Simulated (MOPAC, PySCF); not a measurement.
H3BS3, SMILES `SB(S)S`, neutral singlet in the gas phase. 

Cartesian coordinates (Å):
```xyz
7

S      1.4564    -0.8520     0.6415
B      0.0001     0.0000    -0.0003
S     -1.4539    -0.9473    -0.4972
S     -0.0021     1.7992    -0.1452
H      2.2196     0.2348     0.8559
H     -0.9764    -2.1718    -0.2103
H     -1.2437     1.9371    -0.6443
```
Charge 0, multiplicity 1.

All levels are single points at this geometry (r2SCAN-D4/def2-TZVP); Pople sets use spherical d functions. Orbital energies aren't observables, and empty levels follow the basis.

```
level                         HOMO (eV)  LUMO (eV)  gap (eV)  dipole (D)  vertical IE, Delta-SCF (eV)
----------------------------  ---------  ---------  --------  ----------  ---------------------------
r2SCAN-D4/def2-TZVP in PySCF      -6.70      -1.34      5.36        0.00                            –
B3LYP/3-21G in PySCF              -7.48      -0.79      6.69        0.00                            –
BP86/6-31G* in PySCF              -6.44      -1.50      4.94        0.00                            –
M06-2X/6-31G* in PySCF            -8.70       0.18      8.88        0.00                            –
PBE/6-31G* in PySCF               -6.34      -1.42      4.92        0.00                            –
HF/6-31G* in PySCF               -10.38       2.99     13.37        0.00                            –
PM3 in MOPAC                      -9.61      -0.32      9.29        0.00                            –
PM6 in MOPAC                      -9.50      -1.25      8.25        0.00                            –
PM7 in MOPAC                      -9.38      -2.12      7.25        0.00                            –
```
